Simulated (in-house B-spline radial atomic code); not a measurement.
# B97-1 excitations of Ag⁺

Method: B97-1. Computed with an all-electron radial atomic-structure program (B-spline basis): linear response of the closed shell [Kr] 4d10 with the functional's adiabatic kernel; non-relativistic, point nucleus, no spin-orbit coupling, no double excitations, S, P, D and F terms only; shells from n = 2 respond. Only terms of natural parity with L up to 3 were computed.

Without relativity these are model numbers for so heavy an element.

Command:
```bash
python run_td.py task.json out
```
Settings (radii: box in bohr, nucleus in fm):
```
Z                        47
electrons                46
configuration            [Kr] 4d10
hamiltonian              nr
method                   b97_1
box_radius               41.61
intervals                59
```

Run time, properties included: 5.5 s on 1 thread of Arm Neoverse N1 (shared host).

The lowest states, in the order of their Tamm-Dancoff energies; the method's threshold (minus the highest occupied level) is 17.367 eV. Labels give the largest channel, * marks a mixed state, and oscillator strengths are full-response dipole values. Semilocal kernels can invert the small singlet-triplet splittings of Rydberg terms. Energies in eV:

```csv
state,full response,Tamm-Dancoff,oscillator strength
4d → 5s 3D,5.608,5.627,-
4d → 5s 1D,5.999,6.013,-
4d → 5p 3P,?,?,-
4d → 5p 3F,?,?,-
4d → 5p 1F,10.267,10.269,-
4d → 5p 1P,10.801,10.866,0.565
4d → 6s 3D,13.891,13.895,-
4d → 6s 1D,14.010,14.012,-
4d → 5d 3S,14.403,14.415,-
4d → 5d 3D,14.686,14.690,-
```

Question: Where does 4d → 5p 3F lie?

Answer: At 10.232 eV in full response, 10.244 eV in Tamm-Dancoff.

Question: Where does 4d → 5p 3P lie?

Answer: At 10.172 eV in full response, 10.190 eV in Tamm-Dancoff.

Question: How large is the singlet-triplet splitting of 4d → 5s (D terms) in Tamm-Dancoff?

Answer: 0.386 eV, from the unrounded values.

Question: What polarisabilities and dispersion coefficient does the method give?

Answer: Dipole 9.607 bohr³, quadrupole 56.92 bohr⁵, C6 56.52 hartree·bohr⁶ for two such species.
